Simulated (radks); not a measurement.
Question: Cl, configuration [Ne] 3s2 3p5 (the NIST ground configuration). Method: non-relativistic Kohn-Sham, LDA (Slater exchange, Perdew-Wang correlation), spin-polarised, spherical densities, point nucleus; open shells are filled with parallel spins first; computed with a radial shooting solver on a logarithmic mesh with Libxc functionals. Some entries of the table are withheld. Estimate them.

orbital,occ.,eigenvalue (hartree),<r> (bohr),<1/r> (bohr^-1)
1s up,1,-100.3710,0.09166,16.51
1s down,1,-100.3644,0.09166,16.51
2s up,1,-9.19008,0.4482,3.273
2s down,1,-9.18292,0.4481,3.274
2p up,3,-7.04290,0.4085,3.194
2p down,3,-7.03403,0.4083,3.195
3s up,1,(1),1.539,(2)
3s down,1,(3),1.547,(4)
3p up,3,-0.33361,1.832,0.7517
3p down,2,-0.30467,1.861,0.7424

Answer: 
(1) 3s up eigenvalue (hartree): -0.76927
(2) 3s up <1/r> (bohr^-1): 0.9025
(3) 3s down eigenvalue (hartree): -0.73671
(4) 3s down <1/r> (bohr^-1): 0.8990
